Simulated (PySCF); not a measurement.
PySCF input:

```python
from pyscf import gto, scf, dft

mol = gto.M(
    atom='''
    Si    0.08339551   -0.49685473   -0.00892374
    O    -1.00297333    0.30662033   -0.95153108
    C    -2.03902560    1.10667889   -0.41415476
    O     0.85352565    0.58376078    0.96752273
    C     1.56853499    1.69641558    0.46449962
    N     1.02986651   -1.28965260   -1.17607580
    N    -0.54561817   -1.59540782    1.12425879
    H    -2.63399009    1.49595762   -1.24089646
    H    -2.69096438    0.52226202    0.24273266
    H    -1.64019010    1.95016629    0.15843588
    H     2.37165677    1.38011261   -0.20856515
    H     2.00869351    2.22944163    1.30780633
    H     0.91288422    2.38298518   -0.08061050
    H     1.76056542   -1.93803045   -0.94138746
    H     1.03705350   -1.00879920   -2.14106829
    H    -0.63842309   -1.36616571    2.09841284
    H    -1.02603616   -2.43815662    0.86278914
    ''',
    basis='def2-tzvpd',
    charge=0,
    spin=0,
    verbose=4,
)

mf = scf.RHF(mol).density_fit(auxbasis='def2-universal-jkfit')
mf.conv_tol = 1e-9
mf.max_cycle = 100
mf.max_memory = 1500
mf.kernel()
if not mf.converged:
    mf = mf.newton()
    mf.kernel(mf.make_rdm1())
mf.analyze()
```

### Question
What final total energy does it print?

### Answer
-629.43800 Eh (HF/def2-TZVPD).
